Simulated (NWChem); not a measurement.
System: C₂H₂Cl, doublet; SMILES [CH]=CCl

In the optimisation the excess spin sits in a' (Cs, its own frame).

**Question.** Give the equilibrium geometry at PBE0/def2-SVP, spin-unrestricted (NWChem) as a Z-matrix, with the point group.

**Answer.** point group Cs; any orientation.
```
C
C 1 1.3083
H 2 1.0872 1 141.35
H 1 1.0945 2 123.96 3 180.00
Cl 1 1.7496 4 112.84 2 180.00
```
